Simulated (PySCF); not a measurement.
Isomers of C3H12OSSi2, mass 152.015 u with the commonest isotopes. The calculation used PBE0/pcSseg-1 in PySCF (dipole) on a GFN2-xTB geometry, gas phase. One conformer each, none proved a minimum here; rigid rotors.

Problem. Order these by radius of gyration √(Σ m r²/M), largest first.
A. `[CH3:1][CH2:2][SiH2:3][Si@@H:4]([OH:5])[S:6][CH3:7]` with C1–C2–Si3–Si4 179°, C2–Si3–Si4–O5 -53°, Si3–Si4–O5–H 158°, Si3–Si4–S6–C7 67°
B. `[CH3:1][SiH2:2][CH2:3][S:4][Si@H:5]([CH3:6])[OH:7]` with C1–Si2–C3–S4 175°, Si2–C3–S4–Si5 79°, C3–S4–Si5–C6 154°, S4–Si5–O7–H 167°
C. `[CH3:1][S:2][SiH2:3][O:4][CH2:5][CH2:6][SiH3:7]` with C1–S2–Si3–O4 -178°, S2–Si3–O4–C5 -173°, Si3–O4–C5–C6 128°, O4–C5–C6–Si7 -60°

Solution. C (2.471 Å), B (2.375 Å), A (2.350 Å).

Problem. Order these by rotational constant A, largest first.
A. `[CH3:1][SiH2:2][CH2:3][S:4][Si@H:5]([CH3:6])[OH:7]` with C1–Si2–C3–S4 175°, Si2–C3–S4–Si5 79°, C3–S4–Si5–C6 154°, S4–Si5–O7–H 167°
B. `[CH3:1][S:2][SiH2:3][O:4][CH2:5][CH2:6][SiH3:7]` with C1–S2–Si3–O4 -178°, S2–Si3–O4–C5 -173°, Si3–O4–C5–C6 128°, O4–C5–C6–Si7 -60°
C. `[CH3:1][CH2:2][SiH2:3][Si@@H:4]([OH:5])[S:6][CH3:7]` with C1–C2–Si3–Si4 179°, C2–Si3–Si4–O5 -53°, Si3–Si4–O5–H 158°, Si3–Si4–S6–C7 67°

Solution. A (2990 MHz), B (2869 MHz), C (1972 MHz).

Problem. Order these by rotational constant C, largest first.
A. `[CH3:1][CH2:2][SiH2:3][Si@@H:4]([OH:5])[S:6][CH3:7]` with C1–C2–Si3–Si4 179°, C2–Si3–Si4–O5 -53°, Si3–Si4–O5–H 158°, Si3–Si4–S6–C7 67°
B. `[CH3:1][S:2][SiH2:3][O:4][CH2:5][CH2:6][SiH3:7]` with C1–S2–Si3–O4 -178°, S2–Si3–O4–C5 -173°, Si3–O4–C5–C6 128°, O4–C5–C6–Si7 -60°
C. `[CH3:1][SiH2:2][CH2:3][S:4][Si@H:5]([CH3:6])[OH:7]` with C1–Si2–C3–S4 175°, Si2–C3–S4–Si5 79°, C3–S4–Si5–C6 154°, S4–Si5–O7–H 167°

Solution. A (662.7 MHz), C (623.7 MHz), B (574.9 MHz).

| SMILES | point group | Ia (u·Å²) | Ib (u·Å²) | Ic (u·Å²) | κ | μa (D) | μb (D) | μc (D) |
| --- | --- | --- | --- | --- | --- | --- | --- | --- |
| C[SiH2]CS[Si@H](C)O | C1 | 169.02 | 735.97 | 810.30 | -0.95 | 0.78 | 2.35 | 0.39 |
| CS[SiH2]OCC[SiH3] | C1 | 176.15 | 800.35 | 879.13 | -0.95 | 0.41 | 1.03 | 1.80 |
| CC[SiH2][Si@@H](O)SC | C1 | 256.23 | 659.65 | 762.56 | -0.84 | 0.05 | 0.49 | 0.35 |
